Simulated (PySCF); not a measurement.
# `C[C@@H]1OC=C1C(F)=C(F)F`, C$_{6}$H$_{5}$F$_{3}$O

Geometry:
```
atom   x (Å)   y (Å)   z (Å)
  C1  -1.015  -0.986   1.285
  C2  -0.299  -1.094  -0.042
  O3   0.826  -2.020  -0.004
  C4   1.654  -0.989  -0.324
  C5   0.713  -0.025  -0.401
  C6   0.671   1.369  -0.695
  F7   1.860   1.969  -0.903
  C8  -0.436   2.116  -0.787
  F9  -1.660   1.620  -0.607
 F10  -0.484   3.410  -1.063
 H11  -0.310  -0.724   2.071
 H12  -1.474  -1.941   1.527
 H13  -1.786  -0.225   1.222
 H14  -0.978  -1.371  -0.850
 H15   2.713  -1.101  -0.451
```

Computed, not measured: GIAO PBE0/pcSseg-1 magnetisability, rotational g tensor and spin-rotation constants, non-relativistic, gas phase in PySCF 2.14.0. Geometry: GFN2-xTB.

**Question.** What are the magnetisability and the molar susceptibility?

**Answer.** Isotropic -1185 × 10⁻³⁰ J/T², or -71.4 × 10⁻⁶ cm³/mol; principal values -1251, -1158, -1146 × 10⁻³⁰ J/T², anisotropy 100 × 10⁻³⁰ J/T² (root of half the summed squared differences of the principal values). The susceptibility is in cgs units.

**Question.** Split it along the inertial axes a, b, c into diamagnetic and paramagnetic parts about the centre of mass, with the quadrupole moment.

**Answer.** 
```tsv
axis	χ (10⁻⁶ cm³/mol)	diamagnetic (10⁻⁶ cm³/mol)	paramagnetic (10⁻⁶ cm³/mol)	summed x² of all electrons (Å²)	quadrupole Θ (D Å)
a	-69.8	-615.2	545.4	271.6	-7.70
b	-69.8	-1255.0	1185.2	120.8	+5.74
c	-74.5	-1664.5	1590.1	24.2	+1.95
```
Anisotropies 2χaa − χbb − χcc = +4.5 and 2χbb − χaa − χcc = +4.8 × 10⁻⁶ cm³/mol. Θ is traceless in Buckingham's convention.

**Question.** And the rotational g tensor?

**Answer.** 
| axis | rotational constant (GHz) | g | nuclear part | electronic part |
| --- | --- | --- | --- | --- |
| a | 2.2253 | -0.0267 | 0.5435 | -0.5702 |
| b | 0.9543 | -0.0150 | 0.5164 | -0.5314 |
| c | 0.7051 | -0.0088 | 0.5179 | -0.5267 |

Asymmetric top; isotopes 12C, 19F, 1H, 16O; no vibrational averaging.
